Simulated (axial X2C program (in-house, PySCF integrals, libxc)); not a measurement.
# TeS: nuclear properties from DFT to coupled cluster

Computed with an axial X2C code built on PySCF integrals: two-component X2C with atomic mean-field Coulomb and Gaunt terms, Gaussian nuclei, basis Te dyall-acv3z, S dyall-av3z with contracted cores.

R = 2.232 Å (near the PBE0 minimum at charge 0 of the determinant lowest at the starting distance; the state shown can have its own minimum elsewhere); state Ω = 1 (⟨Sz⟩ = 1.00, ⟨Lz⟩ = 0.00 at PBE0).

| level | Eeff magnitude (GV/cm) | Ws magnitude Te (kHz) | A∥/gI Te (MHz) | qzz Te (a.u.) | A∥/gI S (MHz) | μ (D) |
| --- | --- | --- | --- | --- | --- | --- |
| PBE0 | 0.557 | 0.0222 | -619 | 3.24 | -126 | -1.60 |
| HF | 2.3 | 1.75 | -209 | 2.79 | -122 | -1.83 |
| B3LYP | 1.02 | 0.307 | -555 | 3.56 | -124 | -1.53 |

Eeff is the effective electric field on the electron electric dipole moment in this Ω state and Ws the scalar–pseudoscalar constant of the nucleus named (defined with the proton number Z and per Ω); A∥ (defined per Ω) follows by multiplying with gI = μI/(I μN); qzz is the electric field gradient, eQq0 = 234.96 MHz × Q/barn × qzz; μ is positive if the S end (last atom) is positive. The operators were transformed with the bare-nucleus X2C matrices; with these basis sets, hyperfine constants and field gradients can be off by tens of per cent, and where levels differ in sign neither size nor sign is settled.

Finite-field MP2, CCSD and CCSD(T), with 22 electrons correlated in 130 natural virtual spinors (MP2 remainder added):

| level | Eeff magnitude (GV/cm) | Ws magnitude Te (kHz) | A∥/gI Te (MHz) | qzz Te (a.u.) | A∥/gI S (MHz) | μ (D) |
| --- | --- | --- | --- | --- | --- | --- |
| MP2 | 3.15 | 1.54 | -1020 | 2.26 | -22.2 | -1.94 |
| CCSD | 0.72 | 0.106 | -412 | 3.01 | -87.6 | -1.63 |
| CCSD(T) | 1.16 | 0.376 | -478 | 3.02 | -67 | -1.58 |

T1 = 0.019 (Lee–Taylor). One unrestricted determinant, the lowest of a limited PBE0 search, is the reference; the functionals treat spin collinearly. With several open shells it need not be a pure state. The sign of Eeff is opposite to CCSD(T) at HF. Eeff spreads by more than a factor of two over the levels. Correlation of the inner shells is missing, which matters for properties at the nucleus. Number of frozen shells: Te 4 s, 3 p, 1 d; S 2 s, 1 p.

Question: By how much does correlation change each value, CCSD(T) against HF?

Answer: A∥/gI Te 129 %; qzz Te 8 %; A∥/gI S -45 %; μ -14 %.
